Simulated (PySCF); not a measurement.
B(H)(OMe)(OSiH3), CH7BO2Si, SMILES [SiH3]OBOC at its PBE0/def2-SVP optimised geometry (Å):

```
12

B      0.8796     0.0386     0.0000
H      2.0918     0.0386     0.0000
O      0.1735    -1.1175    -0.0008
C      0.7769    -2.3840    -0.0006
H      1.8772    -2.3139    -0.0077
H      0.4640    -2.9434     0.8949
H      0.4528    -2.9484    -0.8890
O      0.2046     1.2143     0.0000
Si    -1.4559     1.4723    -0.0158
H     -2.0677     0.8832    -1.2421
H     -1.6504     2.9484    -0.0203
H     -2.0918     0.8878     1.2004
```

Computed with PBE0/def2-TZVP run with PySCF 2.14.0. Cells within 0.4 Å of a nucleus heavier than hydrogen are left out (blank, or x).

Map of the HOMO−1 amplitude (bohr^(-3/2)) on the plane z = 0.0 Å; orbital energy -8.89 eV, overall sign arbitrary:

```
|444444444444444444444444444|
|444444444444444444444444444|
|444444444444444444444444444|
|444444444444444444444444444|
|444444443334444454444444444|
|444444432134445555544444444|
|444444432123455555544444444|
|444444443233455555544444444|
|445555544333467755544444444|
|455555555xx33xx865444444444|
|455555566x431xx854444444444|
|455555566543214543334444444|
|455555566544334x22123444444|
|455555555544445xx1003444444|
|445555555444347742223444444|
|4445555544432x9854334444444|
|4444555444430xx864444444444|
|444444444443105654444444444|
|444444444444335543334444444|
|44444444444445xxx2234444444|
|444444444444556x43344444444|
|444444444455555544444444444|
|444444444455555554444444444|
|444444444455555554444444444|
|444444444455555554444444444|
|444444444445555554444444444|
|444444444444455444444444444|
```
Scale: ten equal steps from -0.194 (start of '0') to 0.197 (end of '9'), in the order '0123456789'; x runs from -5.00 to 5.00, y from -5.00 (bottom) to 5.00 (top).
